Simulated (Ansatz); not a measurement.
Start from `FC#[C][AlH2]` and change one atom or group to get `OCC#CF`.

Ansatz, PBE0-D4/def2-TZVP geometries, multiplicity 1. Each molecule was computed in one conformer, which needn't be the lowest.

| property | `FC#[C][AlH2]` |
| --- | --- |
| LUMO energy (B3LYP/def2-TZVPP) / eV | -1.99 |
| size of the dipole moment (ωB97M-V/def2-TZVPP) / D | 0.15 |
| HOMO energy (PBE/def2-TZVPP) / eV | -6.69 |
| HOMO energy (PBE0/def2-TZVPP) / eV | -7.95 |
| HOMO–LUMO gap (PBE0/def2-TZVPP) / eV | 6.18 |
| ideal-gas entropy at 298 K and 1 bar (rigid rotor, harmonic PBE0-D4/def2-TZVP) / J/(mol·K) | 297 |

(1) Give the same properties after the change, and the shifts. (An estimate is asked.)

## Answers

(1) The calculation gave: 
```
                                                                                  property  `OCC#CF`  shift
                                                       LUMO energy (B3LYP/def2-TZVPP) / eV      0.28   2.27
                                        size of the dipole moment (ωB97M-V/def2-TZVPP) / D      1.17   1.02
                                                         HOMO energy (PBE/def2-TZVPP) / eV     -6.38   0.31
                                                        HOMO energy (PBE0/def2-TZVPP) / eV     -7.81   0.14
                                                      HOMO–LUMO gap (PBE0/def2-TZVPP) / eV      8.44   2.26
ideal-gas entropy at 298 K and 1 bar (rigid rotor, harmonic PBE0-D4/def2-TZVP) / J/(mol·K)       308     11
```

With PBE0 the HOMO rises by 0.14 eV and the LUMO rises by 2.40 eV, so the gap widens by about 2.26 eV. PBE moves the HOMO by 0.31 eV and ωB97M-V by 0.06 eV. The zero-point energy changes by 78.0 kJ/mol with +6 modes. Dipoles are sizes alone; their direction can turn.

B3LYP here is the variant with VWN-RPA as its local correlation; programs differ in this.
